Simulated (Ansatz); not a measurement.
CH6Se2Si, SMILES `C[Se][Se][SiH3]`. Total charge 0; spin multiplicity 1. Correlated methods include outer-core shells of Se, which these sets cover unevenly. Scalar relativity is left out up to krypton.

| atom | x (Å) | y (Å) | z (Å) |
| --- | --- | --- | --- |
| C1 | 1.790 | 0.617 | 0.735 |
| Se2 | 0.152 | 0.291 | 1.733 |
| Se3 | -1.390 | 1.220 | 0.245 |
| Si4 | -1.662 | -0.727 | -0.911 |
| H5 | 1.753 | 0.101 | -0.222 |
| H6 | 1.934 | 1.686 | 0.595 |
| H7 | 2.599 | 0.209 | 1.344 |
| H8 | -2.584 | -0.439 | -2.042 |
| H9 | -0.352 | -1.185 | -1.440 |
| H10 | -2.241 | -1.775 | -0.037 |

(1) Give the diagnostics of a CCSD(T)/def2-TZVPP run (frozen core, Ansatz). (Best estimate.)

Results:

(1) The calculation gave: T1 = 0.0098, largest single amplitude 0.012, largest double 0.057, (T) share of the correlation energy 3.8 %, 9 CCSD cycles. The RHF solution is stable towards an unrestricted one. T1 lies under the customary mark of 0.02 for closed shells.
